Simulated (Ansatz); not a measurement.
Ansatz results at the PBE0-D4/def2-TZVP geometry: size of the dipole moment (B3LYP/def2-TZVPP) 1.57 D; ideal-gas entropy at 298 K and 1 bar (rigid rotor, harmonic PBE0-D4/def2-TZVP) 353 J/(mol·K); zero-point energy (PBE0-D4/def2-TZVP) 182.4 kJ/mol.

Each molecule was computed in one conformer, which needn't be the lowest.

**Question.** Which molecule gave them?
A. `[F][Ga][Br]`•
B. `[SiH3][O][Ga][Cl]`•
C. `C#C[SiH]OC`•
D. `C[Si](O)[SiH3]`•

**Answer.** C. The others give `[F][Ga][Br]`•: 2.01, 309, 6.4; `C[Si](O)[SiH3]`•: 2.11, 364, 197.5; `[SiH3][O][Ga][Cl]`•: 1.85, 378, 78.9.

B3LYP here is the variant with VWN-RPA as its local correlation; programs differ in this.
